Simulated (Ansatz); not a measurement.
Zn3O3H12, a cluster cut from wurtzite ZnO (hydrogen-capped). Charge 0, multiplicity 1. Geometry PBE-D4/def2-SVP, basis def2-TZVP, Ansatz.

```
run  HOMO (eV)  LUMO (eV)
  A      -6.21      -1.63
  B      -7.37      -0.83
  C      -6.58      -1.51
  D      -9.82       0.93
  E      -6.50      -1.13
```

Q: The runs used B97M-V, PBE, PBE0, r2SCAN, ωB97X-V. Estimate which is which.

A: A PBE (0 % exact exchange); B PBE0 (25 % exact exchange); C B97M-V (0 % exact exchange); D ωB97X-V (range-separated); E r2SCAN (0 % exact exchange). Exact exchange lowers occupied and raises empty levels; among semilocal functionals meta-GGAs tend to open the gap a little, and such runs are hard to tell apart. The gap grows from 4.58 eV (PBE) to 10.75 eV (ωB97X-V).
